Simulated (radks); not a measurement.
Question: Isoelectronic series with 33 electrons, all held in the configuration [Ar] 3d10 4s2 4p3, which need not be the ground one along the series. Method: Dirac Kohn-Sham, LDA (Slater exchange, Perdew-Wang correlation), spin-unpolarised, spherical densities, finite nucleus; open shells fill j = l - 1/2 first; Fermi nuclear charge, rms radius of each element as measured or else 0.836 A^(1/3) + 0.57 fm; computed with a radial shooting solver on a logarithmic mesh with Libxc functionals. Total energies (hartree) and orbital eigenvalues (eV):

ion    E (hartree)      4p3/2      4p1/2
As     -2257.87009    -5.1893    -5.4701
Br2+   -2601.98710   -28.1285   -28.7919
Kr3+   -2784.23448   -43.1548   -44.0662
Rb4+   -2973.28154   -60.2792   -61.4811
Sr5+   -3169.14264   -79.4051   -80.9436
Zr7+   -3581.38647  -123.4278  -125.7949
Nb8+   -3797.81605  -148.2498  -151.1174
Mo9+   -4021.15275  -174.9119  -178.3438
Tc10+  -4251.42894  -203.3963  -207.4615
Ru11+  -4488.67220  -233.6896  -238.4621
Rh12+  -4732.91941  -265.7813  -271.3406
Pd13+  -4984.20309  -299.6634  -306.0947
Ag14+  -5242.56179  -335.3294  -342.7241
Cd15+  -5508.03055  -372.7746  -381.2300
In16+  -5780.65464  -411.9951  -421.6153
Sn17+  -6060.47142  -452.9883  -463.8841
Sb18+  -6347.52643  -495.7521  -508.0415
Te19+  -6641.86168  -540.2854  -554.0935
I20+   -6943.53115  -586.5873  -602.0472
Xe21+  -7252.57686  -634.6577  -651.9104
Cs22+   -7569.0537  -684.4967  -703.6917
Ba23+   -7893.0106  -736.1051  -757.4003

Estimate the row of Se+.

Answer: E (hartree) -2426.53121; 4p3/2 -15.3637; 4p1/2 -15.8180.
